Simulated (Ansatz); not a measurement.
Species: KCl, charge 1, doublet. KCl+ (parent SMILES [Cl][K], doublet).
B3LYP-D3(BJ)/def2-TZVP minimum from Ansatz (an electronic-structure program):
```
K
Cl 1 3.3244
```
Charge +1, spin multiplicity 2.

Total energies in def2-QZVPP, 7 correlated electrons, 14 frozen orbitals. Radicals and triplets start from unrestricted determinants; spin-orbit coupling is neglected. Correlated methods leave the cores frozen (noble-gas shells, and filled d and f shells in the p block). No relativity. The spin of ClK+ (parent SMILES [Cl][K], doublet) was assumed, and the state is the lowest solution found for it.

```
method    program  energy (Eh)  minus CCSDT(Q) (mEh)
--------  -------  -----------  --------------------
HF         Ansatz  -1058.51244                206.63
MP2        Ansatz  -1058.68836                 30.71
CCSD       Ansatz  -1058.71077                  8.31
CCSD(T)    Ansatz  -1058.71810                  0.98
CCSDT(Q)   Ansatz  -1058.71907                  0.00
```

Rough core times of Ansatz's runs on a shared machine: CCSD(T) 2 min, CCSDT(Q) 30 min.
